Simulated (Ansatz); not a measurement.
Frontier orbitals of CH$_{7}$NOSi$_{2}$ (`OC1[SiH2]N[SiH2]1`).

Charge 0, multiplicity 1. Geometry: relaxed with PBE0-D4/def2-TZVP. It is one conformer, not always the lowest. Basis def2-TZVPP, Ansatz 0.2.0.

Orbital energies of one run (eV). Highest occupied ones, from the top: -6.26, -6.58, -7.21, -8.51, -8.96, -9.19, -9.85, -10.44, -11.19, -12.91, -13.51, -14.15, -17.83, -22.74. Empty: -1.15, 0.17, 0.31, 0.70, 1.16, 1.25.

Task: Which functional gave them?
A. PBE0
B. LC-ωPBE
C. B97M-V
D. B3LYP

Result: C. HOMO energies: B97M-V -6.26, PBE0 -7.18, LC-ωPBE -9.85, B3LYP -6.97 eV.

B3LYP here is the variant with VWN-RPA as its local correlation; programs differ in this. LC-ωPBE has ω = 0.4 bohr⁻¹.
